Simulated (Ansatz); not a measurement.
`CO[SiH2]CS` and `CO[SiH3]` differ in one atom or group.

Ansatz, PBE0-D4/def2-TZVP geometries, multiplicity 1. Each molecule was computed in one conformer, which needn't be the lowest.

| property | `CO[SiH2]CS` |
| --- | --- |
| HOMO energy (ωB97M-V/def2-TZVPP) / eV | -8.91 |
| ideal-gas entropy at 298 K and 1 bar (rigid rotor, harmonic PBE0-D4/def2-TZVP) / J/(mol·K) | 376 |
| HOMO–LUMO gap (ωB97M-V/def2-TZVPP) / eV | 10.87 |
| HOMO energy (PBE/def2-TZVPP) / eV | -5.47 |
| HOMO–LUMO gap (B3LYP/def2-TZVPP) / eV | 6.51 |
| HOMO energy (PBE0/def2-TZVPP) / eV | -6.69 |

Question: What does the change do to each property? (Estimate.)

Answer: Computed: 
| property | `CO[SiH3]` | shift |
| --- | --- | --- |
| HOMO energy (ωB97M-V/def2-TZVPP) / eV | -10.56 | -1.65 |
| ideal-gas entropy at 298 K and 1 bar (rigid rotor, harmonic PBE0-D4/def2-TZVP) / J/(mol·K) | 298 | -78 |
| HOMO–LUMO gap (ωB97M-V/def2-TZVPP) / eV | 12.51 | 1.64 |
| HOMO energy (PBE/def2-TZVPP) / eV | -6.66 | -1.19 |
| HOMO–LUMO gap (B3LYP/def2-TZVPP) / eV | 8.03 | 1.52 |
| HOMO energy (PBE0/def2-TZVPP) / eV | -8.19 | -1.50 |

The zero-point energy changes by -77.6 kJ/mol with -12 modes. Modes under 60 cm⁻¹, often nearly free rotors, make the harmonic entropy too high.

B3LYP here is the variant with VWN-RPA as its local correlation; programs differ in this.
